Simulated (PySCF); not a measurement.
# Arsenic: a sound run and one with changed settings

Sound run: As [Ar] 3d10 4s2 4p3, As⁺ [Ar] 3d10 4s2 4p2. Computed with PySCF 2.14 in jorge-DZP-DKH, with scalar relativity by spin-free X2C-1e. In the sound run the correlated levels freeze [Ar] 3d10. The sound run starts from symmetry-adapted Hartree-Fock orbitals and uses a fine grid where one is needed.

Changed run: basis STO-3G, all-electron and non-relativistic. This setting is unsound on purpose.

| species | method | sound run (hartree) | changed run (hartree) | converged |
| --- | --- | --- | --- | --- |
| As | UHF | -2258.89398 | -2209.26367 | yes |
| As | TPSS | -2260.53018 | -2210.43340 | yes |
| As | M06-2X | -2260.69191 | -2210.49938 | yes |
| As | MP2 | -2258.91863 | -2209.26367 | yes |
| As⁺ | UHF | -2258.54714 | -2209.00633 | yes |
| As⁺ | TPSS | -2260.16879 | -2210.15694 | yes |
| As⁺ | M06-2X | -2260.33169 | -2210.21922 | yes |
| As⁺ | MP2 | -2258.57238 | -2209.01391 | yes |
| As⁺ | CCSD(T) | -2258.58114 | -2209.01980 | yes |

Ionisation energy of As:

```
 method  sound run (eV)  changed run (eV)
    UHF           9.438             7.003
   TPSS           9.834             7.523
 M06-2X           9.802             7.623
    MP2           9.422             6.796
SCS-MP2           9.362             6.755
```

A minimal basis cannot let orbitals breathe on ionisation and holds almost no correlation. The Hamiltonian changed with the basis, so the totals do not compare.

For comparison, NIST gives 9.789 eV between the lowest levels.
